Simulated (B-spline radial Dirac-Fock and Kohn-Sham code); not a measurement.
**X-ray form factors of dysprosium in several charge states**

Level of theory: Dirac-Fock orbitals of the configuration average with a finite nucleus; a radial atomic solver.

Configurations: Dy⁹⁺ [Kr] 4d10 4f8 5s2 5p1; Dy¹¹⁺ [Kr] 4d10 4f7 5s2; Dy¹⁴⁺ [Kr] 4d10 4f4 5s2; Dy¹⁵⁺ [Kr] 4d10 4f5; Dy¹⁶⁺ [Kr] 4d10 4f4. The first column is f₀ of Dy⁹⁺, the others are differences from it.

```csv
s (Å⁻¹),Dy⁹⁺,Δ Dy¹¹⁺,Δ Dy¹⁴⁺,Δ Dy¹⁵⁺,Δ Dy¹⁶⁺
0,57.000,-2.000,-5.000,-6.000,-7.000
0.1,55.720,-1.775,-4.585,-5.441,-6.393
0.2,52.257,-1.231,-3.543,-4.038,-4.858
0.3,47.501,-0.643,-2.320,-2.399,-3.036
0.4,42.376,-0.220,-1.293,-1.062,-1.502
0.5,37.506,-0.010,-0.605,-0.245,-0.509
0.7,29.467,+0.045,-0.009,+0.187,+0.151
0.9,23.780,+0.013,+0.125,+0.072,+0.111
1.1,19.989,+0.007,+0.119,0.000,+0.038
1.4,16.531,+0.010,+0.062,+0.019,+0.038
```

Values without a named source are computed, but for edge energies of neutral atoms, which are taken from tables.
